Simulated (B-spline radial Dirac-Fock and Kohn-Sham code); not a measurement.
Z = 12 (magnesium), transition energy 378 keV. Method: a Dirac-Hartree-Slater potential of the neutral atom with a Latter tail (no hole, which puts coefficients of high multipoles low close above an edge), finite nucleus with surface currents. Computed with a radial B-spline solver. Subshells that would emit electrons below 1 keV are left out.

Q: A pure transition shows α(K) = 0.00573, L1/L2 = 81.4 and L1/L3 = 89.6. What is its multipolarity?
A. M3
B. M2
C. E3
D. M1
E. E2
F. E1
G. E4
H. M4

A: G. For comparison, α(K), L1/L2, L1/L3 are E1 8.89e-05, 704, 329; E2 0.000396, 324, 235; E3 0.00154, 151, 144; M1 9.38e-05, 416, 552; M2 0.000350, 219, 443; M3 0.00128, 134, 223; M4 0.00465, 90.5, 116.
